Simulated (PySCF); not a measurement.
Isomers of C7H14O2. Level of theory: PySCF 2.14.0, PBE0-D3(BJ)/def2-SVP geometry optimisation, gas phase. Energies are electronic, without zero-point or thermal terms, for one conformer each. No frequencies were run at this level. Point groups hold within 0.08 Å.

Task: Order them by energy at this level, lowest first, and give relative energies in kJ/mol.
A. `[CH3:1][O:2][C:3](=[O:4])[CH2:5][C:6]([CH3:7])([CH3:8])[CH3:9]` with C1–O2–C3–O4 -1°, O2–C3–C5–C6 -104° (methyl tert-butylacetate)
B. `[CH3:1][CH2:2][O:3][C:4](=[O:5])[CH2:6][CH:7]([CH3:8])[CH3:9]` with C1–C2–O3–C4 -82°, C2–O3–C4–O5 0°, O3–C4–C6–C7 65°, C4–C6–C7–C8 59°

Result: B (0.0), A (7.5).

As drawn, the higher has a quaternary carbon, which the lower lacks. Neighbours under 10 kJ/mol apart (CCOC(=O)CC(C)C and COC(=O)CC(C)(C)C) can change places with a better method, another conformer or zero-point energy.

```json
{"SMILES": "CCOC(=O)CC(C)C", "E (Eh)": "-424.86072", "E rel (kJ/mol)": "0.0", "dipole (D)": "1.83", "point group": "C1", "A, B, C (MHz)": "3488, 780.5, 759.1"}
{"SMILES": "COC(=O)CC(C)(C)C", "E (Eh)": "-424.85787", "E rel (kJ/mol)": "7.5", "dipole (D)": "1.65", "point group": "C1", "A, B, C (MHz)": "2982, 977.2, 904.8"}
```

Task: As an exercise, what shares would exp(−E/RT) give at 298.15 K from these electronic energies alone (no entropy, no degeneracies)?

Result: RT = 2.479 kJ/mol: CCOC(=O)CC(C)C 95.3 %, COC(=O)CC(C)(C)C 4.7 %.
